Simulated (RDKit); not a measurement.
RDKit input (UFF):

```python
from rdkit import Chem
from rdkit.Chem import AllChem, rdDetermineBonds

mol = Chem.MolFromXYZFile('mol.xyz')
rdDetermineBonds.DetermineBonds(mol, charge=-1)
print('SMILES', Chem.MolToSmiles(Chem.RemoveHs(mol)))
ff = AllChem.UFFGetMoleculeForceField(mol)
e0 = ff.CalcEnergy()
flag = ff.Minimize(maxIts=5000, forceTol=1e-5)
print(f'energy {e0:.4f} -> {ff.CalcEnergy():.4f} kcal/mol, converged: {flag == 0}')
print(Chem.MolToXYZBlock(mol))
```
mol.xyz:
```
4

Ge     0.12479530    -0.15344757     0.38922737
F     -1.03543107     1.26251534     0.24928679
F      1.34647377     0.50266349    -0.81396818
F     -0.75475931    -1.21958748    -0.81923815
```

From the last part of the output:

```
SMILES [F][Ge-]([F])[F]
energy 16.5243 -> 0.0000 kcal/mol, converged: True
4

Ge     0.045759   -0.056266    0.142725
F     -1.058313    1.290060    0.370859
F      1.455703    0.488060   -0.751355
F     -0.762071   -1.329711   -0.756921
```

The dipole moment of an ion depends on the origin.
